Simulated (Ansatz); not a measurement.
`CO[AsH][SiH3]` → `[CH2]` (triplet) + `O[AsH][SiH3]` at 298.15 K and 1 bar (formal loss of a carbene).

Isolated molecules relaxed with PBE0-D4/def2-TZVP in Ansatz; ΔE leaves out vibrations. CCSD(T)/CBS adds triple-zeta CCSD(T) − MP2 to the extrapolated MP2 energy (def2 sets, frozen cores). This one scheme is used for every species. Triplets are unrestricted, without spin–orbit coupling. For As outer-core shells are correlated without core-valence functions, which leaves a few kJ/mol of doubt a bond. Scalar relativity is left out up to krypton. Each species was taken in one conformer, which may not be the lowest.

| species | CCSD(T)/CBS energy (Eh) | H − E (kJ/mol) | S (J/(mol·K)) |
| --- | --- | --- | --- |
| `CO[AsH][SiH3]` | -2641.50192 | 218.5 | 366.7 |
| `[CH2]` (triplet) | -39.09499 | 55.4 | 195.3 |
| `O[AsH][SiH3]` | -2602.26090 | 140.9 | 326.6 |

H − E and S are ideal-gas, rigid-rotor, harmonic terms from PBE0-D4/def2-TZVP, for one conformer and one mirror image of each species, with the whole ground term of open shells counted as degenerate. 1 Eh = 2625.50 kJ/mol, R = 8.31446 J/(mol·K).

**Question.** By hand: ΔE, ΔH, ΔS and ΔG.

**Answer.** ΔE = (-39.09499) + (-2602.26090) − (-2641.50192) = 0.14603 Eh = 383.4 kJ/mol. Δ(H − E) = 55.4 + 140.9 − 218.5 = -22.2, so ΔH = 361.2 kJ/mol. ΔS = 195.3 + 326.6 − 366.7 = 155.2 J/(mol·K). ΔG = 361.2 − 298.15 × (155.2)/1000 = 314.9 kJ/mol.

**Question.** By hand: the equilibrium constant, and the temperature at which ΔG would vanish if ΔH and ΔS stayed fixed.

**Answer.** log₁₀ K = −ΔG/(RT ln 10) = -55.2. ΔG = 0 at ΔH/ΔS = 2327 K.

The number of gas molecules changes by +1, which sets the sign of ΔS. A doubt of 5 kJ/mol in ΔE shifts log₁₀ K by 0.9 here. Other conformers and mirror images would add mixing entropy, several J/(mol·K) or more a flexible species. Modes under 60 cm⁻¹, often nearly free rotors, make the harmonic entropy too high. A triplet takes part, so the spin changes. These are equilibria of isolated gas molecules and say nothing of rates. Largest T1 diagnostic: 0.012 (customary marks: 0.02 for closed shells, 0.045 for open ones).
